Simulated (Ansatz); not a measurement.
The cluster Hf3N3⁺. Total charge 1; triplet. Geometry PBE0-D4/def2-SVP, that of the neutral doublet; atoms count from 1.

```xyz
6

Hf   -1.0379   -0.7729    0.6233
Hf    1.6997   -0.0256    0.3976
Hf   -0.1557    0.1243   -1.8524
N    -1.2370    1.1096   -0.4681
N     0.7133   -1.4634    1.1655
N     0.0175    1.0279    0.1340
```

In the def2 sets Hf takes a core potential; there is no spin–orbit coupling. At PBE0-D4/def2-TZVP a singlet of charge 1 lies 0.21 eV below the triplet at the same geometry. The structure comes from a short search, and lower isomers may exist.

**Question.** Estimate the Mulliken populations from the PBE0/def2-TZVP orbitals of Ansatz.

**Answer.** 
```
atom  charge (e)  spin (α − β)  d electrons
 Hf1        0.89          0.70         2.16
 Hf2        0.84          0.44         2.21
 Hf3        0.61          0.93         2.15
  N4       -0.43         -0.05            –
  N5       -0.57         -0.01            –
  N6       -0.34         -0.02            –
```
Mulliken values depend strongly on the basis.

**Question.** Where does the spin sit?

**Answer.** Summed by element: Hf 2.08, N -0.08, of 2 unpaired in all. Largest on single atoms: Hf3 0.93, Hf1 0.70, Hf2 0.44.

**Question.** And the Mayer bond orders between heavy atoms (over 0.3)?

**Answer.** Hf1–Hf2 0.54 (2.85 Å); Hf1–Hf3 1.22 (2.78 Å); Hf1–N4 0.61 (2.19 Å); Hf1–N5 1.40 (1.96 Å); Hf1–N6 0.65 (2.14 Å); Hf2–Hf3 1.03 (2.92 Å); Hf2–N5 1.69 (1.91 Å); Hf2–N6 1.02 (2.00 Å); Hf3–N4 1.16 (2.01 Å); Hf3–N6 0.51 (2.19 Å); N4–N6 0.88 (1.39 Å).
